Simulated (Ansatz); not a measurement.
Born–Oppenheimer molecular dynamics of ClGeH₃ (5 atoms, charge 0, multiplicity 1). It starts from a relaxed structure.

Level of theory: RKS B3LYP/def2-SVP in Ansatz 0.2.0.

```json
{
  "ensemble": "NVT, Nosé–Hoover chain",
  "time step": "1 fs",
  "steps asked": "250",
  "set temperature": "100 K",
  "thermostat": "time constant 300 fs, chain length 1",
  "masses": "H 2.014 u",
  "seed": "469425"
}
```

First frame:

```xyz
5
Properties=species:S:1:pos:R:3
Ge 0.000 0.000 -0.023
Cl 0.000 0.000 2.158
H 1.467 0.000 -0.488
H -0.733 1.270 -0.488
H -0.733 -1.270 -0.488
```

(1) How far do the bonds stretch over the last three quarters of this one trajectory? (Pairs bonded in most of those frames.)

Results:

(1) 
| bond | mean (Å) | spread (Å) | shortest | longest |
| --- | --- | --- | --- | --- |
| Ge1–Cl2 | 2.181 | 0.011 | 2.17 | 2.20 |
| Ge1–H3 | 1.539 | 0.022 | 1.51 | 1.57 |
| Ge1–H4 | 1.539 | 0.003 | 1.53 | 1.54 |
| Ge1–H5 | 1.539 | 0.010 | 1.52 | 1.56 |

Mean temperature of the second half: 56 K. The conserved energy stayed within 0.059 meV per atom of its start (net change 0.026 meV per atom), so the integration is sound. The mean temperature of the second half is 44 % below the set value. A run of 0.25 ps of so small a system gives no equilibrium averages.

The run took 7.3 min on 1 thread of Arm Neoverse V1, with other jobs on the host, peak memory 0.12 GiB.
